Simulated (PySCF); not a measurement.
Delta-SCF ions had no search for a lower state. 

Z-matrix (Å, degrees):
```
Si
F 1 1.5962
O 1 1.6296 2 110.94
H 3 0.9579 1 119.10 2 71.94
H 1 1.4742 2 108.17 3 -116.30
H 1 1.4817 5 113.73 3 -123.32
```
Charge 0, spin multiplicity 1.

What is the computed LUMO, total energy and vertical ionisation energy (Delta-SCF) (PBE0-D4/def2-TZVP in PySCF)?


```
Item                                          Result
--------------------------------------  ------------
LUMO                                         0.38 eV
total energy                            -466.2641 Ha
vertical ionisation energy (Delta-SCF)      11.90 eV
```
